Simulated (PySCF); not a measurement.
**Worked example: entropy of an ideal gas**

F₃S, SMILES F[S](F)F (connectivity only; charge and spin as stated), charge -1, multiplicity 1.

Geometry: B3LYP-D3(BJ)/def2-SVPD. The spin state was assumed, not searched. The isomer is the one that the SMILES or the coordinates give; other isomers of the formula were not compared.

B3LYP-D3(BJ)/def2-SVPD (PySCF) gives the harmonic wavenumbers 243, 286, 335, 420, 474, 717 cm⁻¹ and the rotational temperatures 0.6005, 0.1860, 0.1420 K. The molar mass is 89.06 g/mol, the symmetry number 2, the spin multiplicity 1.

Problem. Work out the entropy at 298.15 K and 1 atm in the rigid-rotor, harmonic-oscillator model.

Solution. 
Translation (Sackur–Tetrode at 1 atm): S = R[1.5 ln M + 2.5 ln T − 1.16487] = 164.7 J/(mol K).
Rotation: q = (√π/σ) T^1.5/√(θA θB θC) = 36200, S = R[ln q + 3/2] = 99.8 J/(mol K).
Vibration: with u = 1.4388 ν/T, each mode gives R[u/(e^u − 1) − ln(1 − e^−u)]:
```csv
ν (cm⁻¹),modes,u,S (J/(mol K))
243,1,1.17,7.45
286,1,1.38,6.27
335,1,1.62,5.17
420,1,2.03,3.73
474,1,2.29,3.04
717,1,3.46,1.20
```
These are all the modes. Sum 26.9 J/(mol K).
Spin: R ln 1 = 0.0 J/(mol K).
Total 291.3 J/(mol K); the program's own thermochemistry gives 291.3. Translation makes up 57 % and vibration 9 %. Anharmonicity, hindered rotation and orbital degeneracy are left out.
